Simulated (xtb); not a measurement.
H4AsSi, doublet, geometry from GFN2-xTB; GFN-FF (xtb).

xtb was given this input:
```
$ xtb mol.xyz --gfnff --uhf 1 --json

# file mol.xyz
6

Si    -1.40329534    -0.53462063     0.03897477
As     0.72861432     0.32423351    -0.02335434
H     -1.67313328    -1.31833068     1.25215617
H     -2.36838393     0.56910308     0.00592110
H     -1.70511391    -1.41474898    -1.09857261
H      1.34849332    -1.05104054     0.06554169
```

Question: What does xtb print? Leave out banner, timings and long lists.

Answer: 
```
   ID    Z sym.   atoms
    1   14 Si     1
    2   33 As     2
    3    1 H      3-6

           -------------------------------------------------
          |                Calculation Setup                |
           -------------------------------------------------

          ==================== Thresholds ====================
          CN  :   150.00000
          rep :   500.00000
          disp:  2500.00000
          HB1 :   250.00000
          HB2 :   450.00000

          Pauling EN used:
          Z : 1  EN :  2.20
          Z :14  EN :  1.90
          Z :33  EN :  2.18
          electric field strengths (au): 0.000

           -------------------------------------------------
          |           Force Field Initialization            |
           -------------------------------------------------

          distances ...
          ----------------------------------------
          generating topology and atomic info file ...
          pair mat ...
          computing topology distances matrix with Floyd-Warshall algo ...
          making topology EEQ charges ...
          #fragments for EEQ constrain: 1
          ----------------------------------------
          generating topology and atomic info file ...
          pair mat ...
          computing topology distances matrix with Floyd-Warshall algo ...
          making topology EEQ charges ...
          #fragments for EEQ constrain: 1
          rings ...
          # BATM   6
          # H in HB   4

  atom   neighbors  erfCN metchar sp-hybrid imet pi  qest     coordinates
    1  Si      4    3.45   0.04         3    0    0   0.000   -2.651844   -1.010287    0.073652
    2  As      2    1.91   0.01         2    0    0   0.041    1.376882    0.612713   -0.044133
    3  H       1    0.96   0.01         0    0    0  -0.008   -3.161764   -2.491284    2.366232
    4  H       1    0.96   0.01         0    0    0  -0.008   -4.475597    1.075449    0.011189
    5  H       1    0.96   0.01         0    0    0  -0.008   -3.222198   -2.673488   -2.076001
    6  H       1    0.97   0.00         0    0    0  -0.018    2.548283   -1.986179    0.123856

          #atoms :   6
          #bonds :   5
          #angl  :   7
          #tors  :   3
          #nmol  :   1
          #optfrag :   1
           -------------------------------------------------
          |                   G F N - F F                   |
          |          A general generic force-field          |
          |                  Version 1.0.3                  |
           -------------------------------------------------
          Number of HB bonds (bound hydrogen)     0
          Number of HB bonds (unbound hydrogen)   0
          Number of XB bonds                      0

         :::::::::::::::::::::::::::::::::::::::::::::::::::::
         ::                     SUMMARY                     ::
         :::::::::::::::::::::::::::::::::::::::::::::::::::::
         :: total energy              -0.466538833822 Eh    ::
         :: gradient norm              0.016276692798 Eh/a0 ::
         ::.................................................::
         :: bond energy               -0.499894549766 Eh    ::
         :: angle energy               0.015573028089 Eh    ::
         :: torsion energy             0.000056320483 Eh    ::
         :: repulsion energy           0.020474976684 Eh    ::
         :: electrostat energy        -0.000477457478 Eh    ::
         :: dispersion energy         -0.002269591454 Eh    ::
         :: HB energy                  0.000000000000 Eh    ::
         :: XB energy                  0.000000000000 Eh    ::
         :: bonded atm energy         -0.000001560380 Eh    ::
         :: external energy            0.000000000000 Eh    ::
         :: add. restraining           0.000000000000 Eh    ::
         :: total charge               0.000000000000 e     ::
         :::::::::::::::::::::::::::::::::::::::::::::::::::::

           -------------------------------------------------
          |                Property Printout                |
           -------------------------------------------------

molecular dipole:
                 x           y           z       tot (Debye)
 q only:        0.111       0.107      -0.007       0.393

           -------------------------------------------------
          | TOTAL ENERGY               -0.466538833822 Eh   |
          | GRADIENT NORM               0.016276692798 Eh/α |
           -------------------------------------------------
########################################################################
[WARNING] Runtime exception occurred
-1- gfnff_setup: Could not read topology file.
########################################################################

normal termination of xtb
```
